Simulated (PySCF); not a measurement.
Delta-SCF ions had no search for a lower state. Excitations are Tamm–Dancoff values on a coarser integration grid. The basis has no diffuse functions, so Rydberg states are missing or too high.

Cartesian coordinates (Å):
SMILES: Cl[SiH2][SiH2]Cl
```xyz
8

Cl     2.2456    -1.4020     0.3739
Si     1.1267     0.3146     0.0371
Si    -1.1267    -0.3146    -0.0371
Cl    -2.2456     1.4020    -0.3740
H      1.3858     1.2628     1.1413
H      1.5628     0.9102    -1.2436
H     -1.5628    -0.9102     1.2437
H     -1.3858    -1.2628    -1.1412
```
Charge 0, spin multiplicity 1.

Give the total energy, S1 oscillator strength, T1 excitation (TDA), vertical ionisation energy (Delta-SCF) and HOMO–LUMO gap at the level TPSSh-D3(BJ)/def2-TZVP // B3LYP-D3(BJ)/def2-TZVP (PySCF 2.14.0).


```
Property                                       Result
--------------------------------------  -------------
total energy                            -1502.0137 Ha
S1 oscillator strength                          0.028
T1 excitation (TDA)                           5.08 eV
vertical ionisation energy (Delta-SCF)        9.94 eV
HOMO–LUMO gap                                 6.17 eV
```
